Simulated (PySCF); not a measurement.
CH4Cl2OSi2, SMILES Cl[Si]1(Cl)CO[SiH2]1. Atoms are numbered in the order given.

```xyz
10

Cl     1.5075     0.1130     1.6903
Si     0.2986    -0.0178     0.0000
Cl     1.5075     0.1130    -1.6903
C     -0.9314    -1.5100     0.0000
O     -2.1767    -0.7741     0.0000
Si    -1.8535     0.9118     0.0000
H     -0.8543    -2.1560    -0.9022
H     -0.8543    -2.1560     0.9022
H     -2.3873     1.6040     1.2244
H     -2.3873     1.6040    -1.2244
```

Geometry: PBE-D3(BJ)/def2-SVP. The structure was generated by enumeration, and PubChem lists no compound with its InChIKey, so it may never have been made.

Computed with TDDFT-PBE/def2-SVPD (PySCF 2.14.0).

Vertical excitations. The molecule is in vacuum. State labels are in the subgroup Cs.

Question: Estimate the UV-visible absorptions. (An estimate is asked for; the answer gives what the named calculation found.)

Answer: 
```
state  symmetry  energy (eV)  λ (nm)      f                                              main pairs
-----  --------  -----------  ------  -----  ------------------------------------------------------
S1           A'         5.27     235  0.015                        HOMO→LUMO 82 %, HOMO→LUMO+2 16 %
S2           A"         5.30     234  0.000                                        HOMO−1→LUMO 97 %
S3           A"         5.45     228  0.001                                      HOMO−1→LUMO+2 93 %
S4           A'         5.50     225  0.010                    HOMO−1→LUMO+1 49 %, HOMO→LUMO+2 38 %
S5           A"         5.51     225  0.006                                        HOMO→LUMO+1 84 %
S6           A'         5.57     222  0.029  HOMO−1→LUMO+1 36 %, HOMO−2→LUMO 33 %, HOMO→LUMO+2 26 %
S7           A'         5.78     214  0.052  HOMO−2→LUMO 63 %, HOMO→LUMO+2 14 %, HOMO−1→LUMO+1 11 %
S8           A"         5.99     207  0.037                                      HOMO−2→LUMO+1 86 %
S9           A'         6.04     205  0.051                    HOMO−2→LUMO+2 78 %, HOMO→LUMO+3 13 %
S10          A"         6.29     197  0.002                                        HOMO−3→LUMO 99 %
T1           A'         4.79     259      0                                          HOMO→LUMO 92 %
T2           A"         4.87     255      0                                        HOMO→LUMO+1 96 %
T3           A'         5.02     247      0                                        HOMO→LUMO+2 90 %
T4           A"         5.07     244      0                                        HOMO−1→LUMO 98 %
```
Triplets are in the Tamm–Dancoff approximation, which puts them higher than full response would, so one can lie above its singlet here.
